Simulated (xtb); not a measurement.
Si(Cl)2(Me)(SH) (CH4Cl2SSi), SMILES C[Si](S)(Cl)Cl. All values are semi-empirical tight-binding results from xtb (GFN2-xTB unless named), good for trends rather than for accurate numbers. The structure is a stationary point at GFN2-xTB. One conformer was computed; it need not be the lowest.

Optimised geometry:

```xyz
9

C     -1.6734    -1.3279     0.1469
Si    -0.2161    -0.1154     0.0185
S      1.5450    -1.1425    -0.7159
Cl    -0.6195     1.3566    -1.2955
Cl     0.1777     0.6677     1.8483
H     -1.4693    -2.1229     0.8589
H     -2.5751    -0.8176     0.4730
H     -1.8831    -1.7907    -0.8133
H      1.7840    -1.8192     0.3985
```
Charge 0, spin multiplicity 1.

Computed properties:
```yaml
orbital_gap: 5.08 eV
zero_point_energy: 30.6 kcal/mol
G − E(el) at 298.15 K (modified RRHO): 8.9 kcal/mol
static polarisability (D4 model): 89.1 bohr³
solvation energy, GFN2-xTB/ALPB(water): -2.8 kcal/mol
solvation energy, GFN2-xTB/ALPB(thf): -7.8 kcal/mol
```

Computed atomic charges and the Wiberg bond orders between heavy atoms:
charges (e) C1 -0.20, Si2 0.57, S3 -0.33, Cl4 -0.19, Cl5 -0.21, H6 0.06, H7 0.06, H8 0.07, H9 0.17. Bond orders C1–Si2 0.89, Si2–S3 0.97, Si2–Cl4 1.12, Si2–Cl5 1.08.
